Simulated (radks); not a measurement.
The numbers below are computed, except where a source is named.
Neutral silver, configuration [Kr] 5s(up 0.5, down 0.5) 4d(up 5, down 5) (fractional occupations, a model configuration).

Code: a radial shooting solver on a logarithmic mesh with Libxc functionals. Model: scalar-relativistic Kohn-Sham, LDA (Slater exchange, Perdew-Wang correlation), spin-polarised, spherical densities, finite nucleus; Fermi nuclear charge, rms radius 4.5454 fm.

Energy parts (hartree):
part                        energy
total                  -5311.02522
kinetic                 5515.82329
electron-nucleus      -12842.32812
Hartree                 2159.60482
exchange-correlation    -144.12521

Orbitals (lengths in bohr, moments of r in powers of bohr; <r^-3> diverges for s and p1/2; r(max) is where P^2 peaks; r(90%) holds 90 % of the orbital's charge):
orbital  occ.  eigenvalue (hartree)      <r>   r(max)  r(90%)  <r^-3>
1s          2             -929.6743  0.03114  0.02018  0.0559       -
2s          2             -136.9166   0.1351   0.1141   0.209       -
2p          6             -122.8965   0.1177  0.09116   0.192    3774
3s          2             -25.08290   0.3692   0.3330   0.544       -
3p          6             -20.47711   0.3681   0.3261   0.554   674.3
3d         10             -13.18904   0.3460   0.2734   0.548   92.20
4s          2              -3.49385   0.9112   0.8213    1.33       -
4p          6              -2.15602    1.000   0.8753    1.48   112.7
4d         10              -0.28159    1.421    1.037    2.32   8.472
5s          1              -0.17319    3.109    2.484    4.75       -

The highest occupied level is 5s at -4.713 eV. Summed over all electrons, <r^2> = 48.06 bohr^2, which gives a Langevin (diamagnetic) susceptibility term of -38.1 x 10^-6 cm^3/mol. The density falls to 0.001 e/bohr^3 at r = 4.25 bohr.
